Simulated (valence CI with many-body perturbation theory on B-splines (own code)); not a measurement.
Level structure of Hf II

Level of theory: configuration interaction combined with many-body perturbation theory (CI+MBPT): three valence electrons over a frozen Dirac-Fock core [Xe] 4f14, radial functions for each j: 9 s, 9 p, 10 d, 8 f, 5 g, 3 h, 1 i, with the one-electron correlation potential Σ1, the two-electron term Σ2, the three-electron term Σ3, Breit, model QED; selected CI, second order for the rest (own B-spline code, finite nucleus).

Set against measurement, 13 paired levels are off by 602 cm⁻¹ on average, the worst by 1220. These come from a selection out of the NIST Handbook of Basic Atomic Spectroscopic Data. Levels without a partner in it may be off by more, other configurations by 1,000 to 4,000 cm⁻¹. 1 measured level below the end of the list, from 34942 cm⁻¹ on, found no clear computed partner.

Levels 46 to 66 of 66, with energies above the lowest level, 5d.6s2 2D_3/2. "Leading %" is the weight of the configuration and term that name the level; weights of strongly mixed levels are sums over their largest components and can fall short. In the jj column 3d3/2^4 stands for four electrons in 3d with j = 3/2. Lifetimes count E1, E2, E3, M1 and M2 decay at the calculated energies, and are blank where another channel may lead or the interval is too uncertain; long ones can be off by a factor of two.

| No. | Configuration | Term | J | E (cm⁻¹) | Leading % | Lifetime | Leading jj | g |
| --- | --- | --- | --- | --- | --- | --- | --- | --- |
| 46 | 6s2.6p | 2P° | 3/2 | 36438 | 28 | 14.6 ns | 5d3/2 6s 6p3/2 (42 %) | 1.330 |
| 47 | 5d.6s.6p | 4D° | 7/2 | 36532 | 70 | 16.1 ns | 5d5/2 6s 6p3/2 (40 %) | 1.374 |
| 48 | 5d2.6p | 2D° | 3/2 | 37041 | 45 | 3.44 ns | 5d3/2^2 6p1/2 (42 %) | 0.797 |
| 49 | 5d2.6p | 4G° | 7/2 | 37455 | 66 | 4.96 ns | 5d3/2 5d5/2 6p1/2 (61 %) | 1.045 |
| 50 | 5d2.6p | 4G° | 5/2 | 37729 | 43 | 4.86 ns | 5d3/2 5d5/2 6p1/2 (34 %) | 0.860 |
| 51 | 5d.6s.6p | 4F° | 9/2 | 37977 | 92 | 45.8 ns | 5d5/2 6s 6p3/2 (92 %) | 1.332 |
| 52 | 5d.6s.6p | 4P° | 1/2 | 38242 | 90 | 26.2 ns | 5d3/2 6s 6p3/2 (84 %) | 2.601 |
| 53 | 5d.6s.6p | 4P° | 3/2 | 39233 | 64 | 28.0 ns | 5d5/2 6s 6p3/2 (34 %) | 1.597 |
| 54 | 5d.6s.6p | 4P° | 5/2 | 40157 | 66 | 12.8 ns | 5d5/2 6s 6p3/2 (67 %) | 1.458 |
| 55 | 5d2.6p | 2F° | 7/2 | 40536 | 35 | 5.07 ns | 5d3/2 5d5/2 6p3/2 (20 %) | 1.115 |
| 56 | 5d2.6p | 2D° | 5/2 | 40826 | 26 | 2.90 ns | 5d3/2 5d5/2 6p1/2 (31 %) | 1.061 |
| 57 | 5d2.6p | 4G° | 9/2 | 41171 | 88 | 3.95 ns | 5d3/2 5d5/2 6p3/2 (43 %) | 1.176 |
| 58 | 5d2.6p | 4F° | 3/2 | 41322 | 73 | 2.12 ns | 5d3/2^2 6p3/2 (50 %) | 0.524 |
| 59 | 5d2.6p | 2P° | 3/2 | 42153 | 34 | 2.50 ns | 5d5/2 6s 6p3/2 (36 %) | 1.268 |
| 60 | 5d2.6p | 2P° | 1/2 | 42282 | 39 | 1.67 ns | 5d3/2^2 6p3/2 (55 %) | 0.528 |
| 61 | 5d2.6p | 4F° | 5/2 | 42596 | 49 | 2.29 ns | 5d3/2^2 6p3/2 (46 %) | 1.072 |
| 62 | 5d.6s.6p | 2F° | 5/2 | 43191 | 50 | 3.74 ns | 5d3/2 6s 6p3/2 (21 %) | 0.921 |
| 63 | 5d2.6p | 4F° | 7/2 | 43359 | 58 | 2.48 ns | 5d3/2 5d5/2 6p3/2 (39 %) | 1.147 |
| 64 | 5d3 | 2D | 5/2 | 43659 | 84 |  | 5d5/2^3 (42 %) | 1.185 |
| 65 | 5d.6s.6p | 2F° | 7/2 | 43797 | 36 | 4.11 ns | 5d5/2 6s 6p3/2 (39 %) | 1.185 |
| 66 | 5d3 | 2D | 3/2 | 43838 | 90 |  | 5d3/2 5d5/2^2 (76 %) | 0.802 |

Names give the largest LS component (configuration and term), which can be under half, so a name can repeat, a term be missing and a line seem to break the LS rules; names also repeat where a configuration has a term twice.

Where two levels of one J and parity lie close, their mixing, g and order are uncertain.
